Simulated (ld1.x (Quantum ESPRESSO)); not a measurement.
**Reading a pseudo-wave (nitrogen)**

Columns: radius, all-electron u(r) and pseudo u(r) of the 2p shell (level -13.58 eV) of nitrogen in the configuration [He] 2s2 2p2.5; LDA (PZ), scalar-relativistic, PAW scheme, ld1.x (Quantum ESPRESSO) 7.5.

| r (bohr) | all-electron | pseudo |
| --- | --- | --- |
| 0.085 | 0.0589 | 0.0117 |
| 0.170 | 0.1804 | 0.0461 |
| 0.255 | 0.3161 | 0.1007 |
| 0.340 | 0.4435 | 0.1719 |
| 0.425 | 0.5531 | 0.2548 |
| 0.510 | 0.6418 | 0.3440 |
| 0.595 | 0.7097 | 0.4340 |
| 0.680 | 0.7585 | 0.5194 |
| 0.765 | 0.7903 | 0.5957 |
| 0.850 | 0.8078 | 0.6592 |
| 0.935 | 0.8134 | 0.7076 |
| 1.020 | 0.8094 | 0.7399 |
| 1.105 | 0.7977 | 0.7565 |
| 1.190 | 0.7801 | 0.7587 |
| 1.275 | 0.7580 | 0.7489 |
| 1.360 | 0.7326 | 0.7299 |
| 1.445 | 0.7049 | 0.7047 |
| 1.530 | 0.6756 | 0.6759 |
| 1.615 | 0.6455 | 0.6455 |
| 1.700 | 0.6149 | 0.6149 |
| 1.785 | 0.5843 | 0.5843 |
| 1.870 | 0.5540 | 0.5540 |
| 1.955 | 0.5243 | 0.5243 |
| 2.040 | 0.4953 | 0.4953 |
| 2.125 | 0.4671 | 0.4671 |
| 2.210 | 0.4399 | 0.4399 |

(1) How many radial nodes do the two functions have?

(2) At about which radius was the pseudo-wave matched?

(3) Where does each function peak?

(4) Is the pseudo-wave norm-conserving?

Answers

(1) The all-electron 2p function has n − l − 1 = 0; the pseudo-wave has 0.

(2) 1.70 bohr. The columns agree to 0.0005 from 1.45 bohr on; several derivatives are matched, so the curves merge somewhat inside the radius.

(3) Outermost all-electron maximum near 0.94 bohr, pseudo maximum near 1.19 bohr (to the table’s step).

(4) No, it belongs to a PAW set: the norm inside the radius is not constrained, and the difference is carried by the augmentation charge.
